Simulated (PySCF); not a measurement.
thiourea (CH₄N₂S), singlet, geometry from GFN2-xTB; B3LYP/def2-SV(P) (PySCF).

Here is a job for PySCF.
```python
from pyscf import gto, scf, dft

mol = gto.M(
    atom='''
N     0.840639   -1.218680   -0.435214
C    -0.073408   -0.307839   -0.026714
N    -1.313796   -0.765520    0.263029
S     0.307158    1.288079    0.111777
H     0.675146   -2.205044   -0.319917
H     1.794862   -0.906658   -0.493762
H    -1.603464   -1.687889   -0.017904
H    -2.028531   -0.073239    0.408728
''',
    basis='def2-sv(p)',
    charge=0,
    spin=0,
    verbose=5,
)

mf = dft.RKS(mol)
mf.xc = 'b3lyp'
mf.kernel()
mf.analyze()
```

Output, abridged:

```
PySCF version 2.14.0

[INPUT] verbose = 5
[INPUT] max_memory = 4000
[INPUT] num. atoms = 8
[INPUT] num. electrons = 40
[INPUT] charge = 0
[INPUT] spin (= nelec alpha-beta = 2S) = 0
[INPUT] symmetry False subgroup None
[INPUT] Mole.unit = angstrom
[INPUT] Symbol           X                Y                Z      unit          X                Y                Z       unit  Magmom
[...]
[INPUT] ---------------- BASIS SET ----------------
[INPUT] l, kappa, [nprim/nctr], expnt,             c_1 c_2 ...
[INPUT] N
[...]
                                257.64812677      -0.040221581118
                                58.458245853      -0.1793114499
                                16.198367905      -0.46376317823
                                5.0052600809      -0.44171422662
[...]
                                2.9257372874      -0.21807045028
                                0.79927750754     -0.51294466049
[...]
[INPUT] H
[...]
                                1.9622572         0.13796524
                                0.44453796        0.47831935
[...]
[INPUT] C
[...]
                                186.29004992      0.040638409211
                                42.251176346      0.18025593888
                                11.676557932      0.46315121755
                                3.5930506482      0.44087173314
[...]
                                2.0103545142      0.21117025112
                                0.54771004707     0.51328172114
[...]
[INPUT] S
[...]
                                1381.5105503      -0.016683029937
                                313.8714758       -0.075262436116
                                88.053870623      -0.19376827038
                                27.039914905      -0.17718020803
[...]
                                4.9664522326      0.65066293018
                                2.0116242047      0.59712155354
[...]
                                61.306894736      -0.066547669241
                                19.103729887      -0.24828595903
                                6.6567720378      -0.48703847402
                                2.3959635161      -0.39337850312
[...]
nuclear repulsion = 158.641544180681
number of shells = 34
number of NR pGTOs = 124
number of NR cGTOs = 68
basis = def2-sv(p)
ecp = {}

******** <class 'pyscf.dft.rks.RKS'> ********
method = RKS
initial guess = minao
damping factor = 0
level_shift factor = 0
DIIS = <class 'pyscf.scf.diis.CDIIS'>
diis_start_cycle = 1
diis_space = 8
diis_damp = 0
SCF conv_tol = 1e-09
SCF conv_tol_grad = None
SCF max_cycles = 50
direct_scf = True
direct_scf_tol = 1e-13
XC library pyscf.dft.libxc version 7.1.2
    S. Lehtola, C. Steigemann, M. J. T. Oliveira, and M. A. L. Marques,  SoftwareX 7, 1–5 (2018)
XC functionals = b3lyp
    P. J. Stephens, F. J. Devlin, C. F. Chabalowski, and M. J. Frisch,  J. Phys. Chem. 98, 11623 (1994)
radial grids:
    Treutler-Ahlrichs [JCP 102, 346 (1995); DOI:10.1063/1.469408] (M4) radial grids

becke partition: Becke, JCP 88, 2547 (1988); DOI:10.1063/1.454033
pruning grids: <function nwchem_prune>
grids dens level: 3
symmetrized grids: False
atomic radii adjust function: <function treutler_atomic_radii_adjust>
small_rho_cutoff = 0
Set gradient conv threshold to 3.16228e-05
Initial guess from minao.
atom N rad-grids = 75, ang-grids = [ 50  50  50  50  50  50  50  50  50  50  50  50  50  50  50  50  50  50
  50  50  50  50  50  86  86  86  86  86  86  86  86  86  86 266 266 266
 266 266 266 266 302 302 302 302 302 302 302 302 302 302 302 302 302 302
 302 302 302 302 302 302 266 266 266 266 266 266 266 266 266 266 266 266
 266 266 266]
atom C rad-grids = 75, ang-grids = [ 50  50  50  50  50  50  50  50  50  50  50  50  50  50  50  50  50  50
  50  50  50  50  86  86  86  86  86  86  86  86  86  86 266 266 266 266
 266 266 302 302 302 302 302 302 302 302 302 302 302 302 302 302 302 302
 302 302 302 302 266 266 266 266 266 266 266 266 266 266 266 266 266 266
 266 266 266]
atom S rad-grids = 80, ang-grids = [ 50  50  50  50  50  50  50  50  50  50  50  50  50  50  50  50  50  50
  50  50  50  50  50  50  86  86  86  86  86  86  86  86  86  86  86  86
  86 350 350 350 350 350 350 350 350 350 434 434 434 434 434 434 434 434
 434 434 434 434 434 434 434 434 434 434 350 350 350 350 350 350 350 350
 350 350 350 350 350 350 350 350]
atom H rad-grids = 50, ang-grids = [ 50  50  50  50  50  50  50  50  50  50  50  50  50  50  50  86  86  86
  86 266 266 266 266 266 302 302 302 302 302 302 302 302 302 302 302 302
 302 266 266 266 266 266 266 266 266 266 266 266 266 266]
tot_boxes 2250, boxes in each direction [13 13  8]
Padding 6 grids
tot grids = 100040
nelec by numeric integration = 39.97484689248191
E1 = -1065.37261500252  E2 = 358.20469227194724  Ecoul = 404.6613475416646  Exc = -46.4566552697174
init E= -548.526378549891
cond(S) = 1000.0248060620448
[...]
  mo_energy =
[-8.88791209e+01 -1.44131960e+01 -1.44130949e+01 -1.02752825e+01
 -7.99968808e+00 -5.96289103e+00 -5.95975536e+00 -5.95972828e+00
 -1.09210771e+00 -9.62875995e-01 -8.21906488e-01 -6.48372151e-01
 -5.77516135e-01 -5.70008511e-01 -4.96388881e-01 -4.33709899e-01
 -4.22783861e-01 -3.02457400e-01 -2.85640056e-01 -2.80781090e-01
 -5.01641738e-02  1.91590787e-02  3.91095661e-02  6.38738112e-02
  1.04257171e-01  1.13495088e-01  2.38334523e-01  2.39463252e-01
  3.04287948e-01  4.19696342e-01  4.72512094e-01  4.79044320e-01
  4.93086632e-01  5.45194962e-01  5.47790907e-01  5.97429228e-01
  6.04182178e-01  6.09406119e-01  6.18478709e-01  7.03432968e-01
  7.11459054e-01  7.17570925e-01  7.34434316e-01  7.50286977e-01
  7.93588285e-01  8.10785118e-01  8.46698071e-01  9.31883697e-01
  9.63317410e-01  1.08132077e+00  1.10285935e+00  1.18961070e+00
  1.26280918e+00  1.45003659e+00  1.63165062e+00  1.85747429e+00
  1.94314820e+00  1.96861906e+00  2.17665099e+00  2.17873197e+00
  2.37003134e+00  2.41502213e+00  2.47332927e+00  2.58582444e+00
  2.60096869e+00  2.75949443e+00  2.98002185e+00  3.00141326e+00]
[...]
converged SCF energy = -547.98216263756
Total Energy =                        -547.982162637559554
[...]
2 N 3s           0.12941  -0.05781  -0.14233   0.07792   0.04174
2 N 2px          0.02079  -0.00813  -0.00642  -0.00437  -0.00589
2 N 2py         -0.00553   0.00560   0.00213   0.01105   0.00177
2 N 2pz          0.00498  -0.00616   0.00482   0.00693  -0.00640
2 N 3px         -0.02710   0.13008  -0.02307   0.10608  -0.00178
2 N 3py          0.06598  -0.01928  -0.03552  -0.13082  -0.01905
2 N 3pz         -0.05394  -0.00325  -0.02681  -0.06636   0.02509
2 N 3dxy        -0.23315   0.14380   0.11047   0.57849  -0.04192
2 N 3dyz         0.04404  -0.14343  -0.16744   0.14884   0.33450
2 N 3dz^2       -0.22317   0.39646   0.54062  -0.11045  -0.25994
2 N 3dxz        -0.50882   0.18327  -0.25503  -0.07084   0.36412
2 N 3dx2-y2     -0.21067   0.42144   0.00156  -0.20815   0.14574
3 S 1s          -0.00000   0.00014  -0.00000  -0.00000  -0.00006
3 S 2s          -0.00000   0.00043  -0.00000  -0.00000  -0.00013
3 S 3s           0.00000  -0.00456   0.00000   0.00000   0.00173
3 S 4s           0.00000  -0.01289  -0.00000   0.00000  -0.00343
3 S 2px         -0.00012   0.00012   0.00033  -0.00017  -0.00006
3 S 2py          0.00000   0.00050  -0.00009   0.00003  -0.00024
3 S 2pz          0.00032   0.00004   0.00018   0.00016  -0.00002
3 S 3px          0.00043   0.00139   0.00249  -0.00360  -0.00079
3 S 3py         -0.00030   0.00584  -0.00075   0.00063  -0.00331
3 S 3pz          0.00223   0.00051   0.00184   0.00263  -0.00029
3 S 4px          0.01124  -0.00506  -0.01790  -0.00096   0.00338
3 S 4py         -0.00071  -0.02122   0.00509   0.00061   0.01417
3 S 4pz         -0.02272  -0.00184  -0.00939  -0.00434   0.00123
3 S 3dxy         0.00005  -0.01307  -0.03843   0.05759   0.01253
3 S 3dyz        -0.03038  -0.00601  -0.03006  -0.03862   0.00641
3 S 3dz^2       -0.00460   0.02680  -0.00468  -0.00566   0.00387
3 S 3dxz        -0.00736  -0.00248  -0.01102  -0.00375  -0.02049
3 S 3dx2-y2     -0.00295   0.02603  -0.02246   0.02546  -0.02077
4 H 1s          -0.00054   0.01284  -0.00612   0.02123  -0.00488
4 H 2s          -0.01751  -0.06979   0.04443  -0.10299   0.03250
5 H 1s           0.01991   0.01467  -0.01219  -0.02034  -0.00308
5 H 2s          -0.08731  -0.07470   0.06641   0.07454   0.02298
6 H 1s           0.00054   0.01284   0.00612  -0.02123  -0.00488
6 H 2s           0.01751  -0.06979  -0.04443   0.10299   0.03250
7 H 1s          -0.01991   0.01467   0.01219   0.02034  -0.00308
7 H 2s           0.08731  -0.07470  -0.06641  -0.07454   0.02298
               #66       #67       #68
0 N 1s          -0.00030  -0.00061   0.00053
0 N 2s          -0.01289  -0.01684   0.00923
0 N 3s          -0.11442  -0.10057   0.05439
0 N 2px         -0.01351  -0.01837   0.00965
0 N 2py          0.01274   0.02191  -0.01175
0 N 2pz          0.00890   0.00932  -0.00508
0 N 3px          0.03883   0.07793  -0.08345
0 N 3py         -0.12839  -0.10916  -0.01774
0 N 3pz         -0.02763  -0.02473   0.01944
0 N 3dxy         0.34117   0.44958  -0.30381
0 N 3dyz        -0.22741  -0.19506   0.11626
0 N 3dz^2        0.22211   0.15631  -0.11000
0 N 3dxz         0.26916   0.20627  -0.02262
0 N 3dx2-y2     -0.33376  -0.15112  -0.45520
1 C 1s          -0.00257   0.00000   0.00143
1 C 2s           0.03684  -0.00000  -0.02227
1 C 3s           0.03608   0.00000  -0.00009
1 C 2px         -0.00686   0.03872   0.00157
1 C 2py         -0.02878  -0.00822   0.00659
1 C 2pz         -0.00250  -0.01164   0.00057
1 C 3px          0.01030   0.01996   0.01021
1 C 3py          0.04321  -0.00390   0.04283
1 C 3pz          0.00375  -0.00985   0.00372
1 C 3dxy         0.05907  -0.44802   0.20325
1 C 3dyz         0.07201   0.16849  -0.02545
1 C 3dz^2       -0.30336   0.02404   0.06812
1 C 3dxz        -0.06640  -0.00277   0.24334
1 C 3dx2-y2     -0.10161  -0.21103  -0.44725
2 N 1s          -0.00030   0.00061   0.00053
2 N 2s          -0.01289   0.01684   0.00922
2 N 3s          -0.11442   0.10057   0.05437
2 N 2px          0.01812  -0.02659  -0.01408
2 N 2py          0.00660  -0.01254  -0.00683
2 N 2pz         -0.00722   0.00633   0.00347
2 N 3px         -0.09328   0.11948   0.06733
2 N 3py         -0.09997   0.06506  -0.04982
2 N 3pz          0.00781  -0.00961  -0.02530
2 N 3dxy         0.00923   0.18841   0.55311
2 N 3dyz         0.09060  -0.09776  -0.03244
2 N 3dz^2        0.26919  -0.19856  -0.12965
2 N 3dxz         0.31390  -0.21513   0.02478
2 N 3dx2-y2     -0.47116   0.44638  -0.03465
3 S 1s           0.00022   0.00000   0.00027
3 S 2s           0.00053   0.00000   0.00056
3 S 3s           0.00017  -0.00000  -0.00429
3 S 4s           0.01462   0.00000  -0.00211
3 S 2px          0.00016   0.00018   0.00018
3 S 2py          0.00069  -0.00004   0.00074
3 S 2pz          0.00006  -0.00007   0.00006
3 S 3px          0.00088  -0.00031   0.00201
3 S 3py          0.00367   0.00008   0.00843
3 S 3pz          0.00032  -0.00005   0.00073
3 S 4px         -0.00985  -0.00952  -0.00754
3 S 4py         -0.04130   0.00188  -0.03163
3 S 4pz         -0.00358   0.00452  -0.00275
3 S 3dxy        -0.01882  -0.03977  -0.02658
3 S 3dyz        -0.00243   0.01438  -0.00660
3 S 3dz^2        0.01088   0.00205   0.02391
3 S 3dxz        -0.01274  -0.00039  -0.00958
3 S 3dx2-y2      0.03943  -0.01878   0.05402
4 H 1s          -0.01182  -0.01060  -0.00487
4 H 2s           0.03455   0.01904   0.05699
5 H 1s           0.00373  -0.00489   0.01259
5 H 2s          -0.04820  -0.01547  -0.05544
6 H 1s          -0.01182   0.01060  -0.00487
6 H 2s           0.03455  -0.01904   0.05699
7 H 1s           0.00374   0.00489   0.01259
7 H 2s          -0.04821   0.01546  -0.05544
 ** Mulliken pop on meta-lowdin orthogonal AOs  **
 ** Mulliken pop  **
 ** Mulliken atomic charges  **
charge of    0N =     -0.34770
charge of    1C =      0.17224
charge of    2N =     -0.34770
charge of    3S =     -0.35424
charge of    4H =      0.20516
charge of    5H =      0.23354
charge of    6H =      0.20516
charge of    7H =      0.23354
Dipole moment(X, Y, Z, Debye): -1.17037, -4.90804, -0.42592
```
